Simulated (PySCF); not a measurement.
Si(F)(Cl)(OMe)(NH2) (CH₅ClFNOSi), SMILES CO[Si](N)(F)Cl. Atoms are numbered in the order given.

```xyz
11

C     -1.9727    -0.4132    -1.3336
O     -1.1779     0.5827    -0.7200
Si     0.2955     0.3223    -0.0557
N      1.4132    -0.2475    -1.2046
F      0.6845     1.7414     0.6091
Cl     0.2267    -1.0641     1.4691
H     -1.4120    -0.9548    -2.1155
H     -2.3318    -1.1477    -0.5919
H     -2.8442     0.0737    -1.7956
H      2.2223    -0.7888    -0.9196
H      1.5817     0.2720    -2.0608
```

Coordinates come from a B3LYP-D3(BJ)/def2-SVP optimisation. This is a generated structure with no PubChem entry under its InChIKey; it may be hypothetical. The values are those of a single conformer.

Method: PBE0/def2-TZVP in PySCF.

ESP charges are fitted to the potential on shells at 1.4 to 2.0 van der Waals radii. Atomic charges (e):

| atom | ESP fit | Löwdin | IAO |
|---|---|---|---|
| C1 | -0.26 | -0.36 | -0.20 |
| O2 | -0.25 | 0.09 | -0.65 |
| Si3 | 0.73 | -0.42 | 1.59 |
| N4 | -1.00 | -0.23 | -0.88 |
| F5 | -0.27 | 0.01 | -0.53 |
| Cl6 | -0.15 | 0.24 | -0.33 |
| H7 | 0.13 | 0.11 | 0.14 |
| H8 | 0.11 | 0.11 | 0.14 |
| H9 | 0.14 | 0.11 | 0.16 |
| H10 | 0.40 | 0.17 | 0.29 |
| H11 | 0.43 | 0.17 | 0.29 |

Problem. Give the Mayer and Wiberg (Löwdin basis) orders of the bonds. (The exact figures need the calculation; the answer reports its results.)

Solution. 
```csv
bond,Mayer,Wiberg
C1–O2,0.94,1.50
O2–Si3,1.23,1.57
Si3–N4,1.23,1.55
Si3–F5,1.14,1.69
Si3–Cl6,1.13,1.77
C1–H7,0.97,0.94
C1–H8,0.97,0.94
C1–H9,0.97,0.94
N4–H10,0.91,0.94
N4–H11,0.91,0.94
```
